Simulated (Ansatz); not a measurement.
Reaction (redistribution): `[OH][Zn][CH2]Cl` + `[NH2][GeH3]` → `[NH2][Zn][OH]` + `Cl[CH2][GeH3]`

Isolated molecules relaxed with PBE0-D4/def2-TZVP in Ansatz; ΔE leaves out vibrations. CCSD(T)/CBS adds triple-zeta CCSD(T) − MP2 to the extrapolated MP2 energy (def2 sets, frozen cores). DFT in def2-TZVPP. B3LYP here is the variant with VWN-RPA as its local correlation; programs differ in this. HSE06 is defined as in plane-wave codes. For Ge, Zn outer-core shells are correlated without core-valence functions, which leaves a few kJ/mol of doubt a bond. Scalar relativity is left out up to krypton. Each species was taken in one conformer, which may not be the lowest.

```csv
level,ΔE (kcal/mol),difference from CCSD(T)/CBS
LDA (SPW92),-3.5,0.0
PBE-D4,-2.7,0.8
revPBE-D4,-2.3,1.2
BLYP-D4,-2.5,1.0
r2SCAN-D4,-2.6,0.9
B97M-V,-2.0,1.5
PBE0-D4,-2.4,1.1
B3LYP-D4,-2.3,1.2
r2SCANh-D4,-2.5,1.0
HSE06-D4,-2.4,1.1
BHLYP-D4,-2.1,1.4
CAM-B3LYP-D4,-2.6,0.9
ωB97X-V,-2.5,1.0
ωB97M-V,-2.2,1.3
B2PLYP,-2.6,0.9
PBE-QIDH,-2.7,0.8
PBE,-2.5,1.0
BLYP,-2.2,1.3
r2SCAN,-2.6,0.9
PBE0,-2.2,1.3
B3LYP,-2.0,1.5
r2SCAN0,-2.4,1.1
HSE06,-2.2,1.3
BHLYP,-1.8,1.7
CAM-B3LYP,-2.4,1.1
LC-ωPBE,-2.6,0.9
RPA@PBE/def2-TZVPP,-2.9,0.6
HF/def2-SVP,0.7,4.2
MP2/def2-SVP,-0.7,2.8
CCSD/def2-SVP,-0.5,3.0
HF/def2-TZVPP,-0.8,2.7
MP2/def2-TZVPP,-3.7,-0.2
SCS-MP2/def2-TZVPP,-3.2,0.3
CCSD/def2-TZVPP,-3.0,0.5
CCSD(T)/def2-TZVPP,-3.1,0.4
MP2/def2-QZVPP,-4.0,-0.5
SCS-MP2/def2-QZVPP,-3.5,0.0
HF/CBS(def2),-1.2,2.3
MP2/CBS(def2),-4.1,-0.6
CCSD/CBS(def2),-3.4,0.1
CCSD(T)/CBS,-3.5,0
```

Task: What do rigid-rotor, harmonic-oscillator terms from PBE0-D4/def2-TZVP frequencies (298.15 K, 1 bar) make of the CCSD(T)/CBS value? (Best estimate.)

Result: The calculation gave: ΔZPE = 0.0 kcal/mol, ΔH = -3.6 kcal/mol, ΔS = -12 J/(mol·K), ΔG = -2.8 kcal/mol.

Largest T1 diagnostic among the species: 0.017.

Leaving LDA and LC-ωPBE aside and taking each functional with its dispersion term where it has one, the values spread over 0.7 kcal/mol, from PBE-QIDH to B97M-V. LDA lies −1.0 kcal/mol from PBE without D4. At CCSD(T), def2-SVP lies +3.1 kcal/mol from the extrapolated value and def2-TZVPP +0.4 kcal/mol.
